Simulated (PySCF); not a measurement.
CH₈FNSi₂, SMILES [SiH2](C[SiH2]N)F.

Geometry optimised at PBE0-D3(BJ)/def2-SVP. The structure was generated by enumeration, and PubChem lists no compound with its InChIKey, so it may never have been made. One conformer was computed; it need not be the lowest.

The numbers are results of HF/def2-TZVP run with PySCF, not measurements.

The molecule is in vacuum.

```yaml
total_energy: -774.49551 hartree
highest_occupied_level: -11.04 eV
lowest_empty_level: 3.02 eV
orbital_gap: 14.06 eV
dipole_moment: 2.81 D
quadrupole, principal values (traceless, Buckingham form, about the centre of nuclear charge): -4.88, -2.40, 7.28 D·Å
mean_static_polarisability: 63.6 bohr³ (9.43 Å³)
polarisability_principal_values: 59.1, 60.3, 71.5 bohr³
```
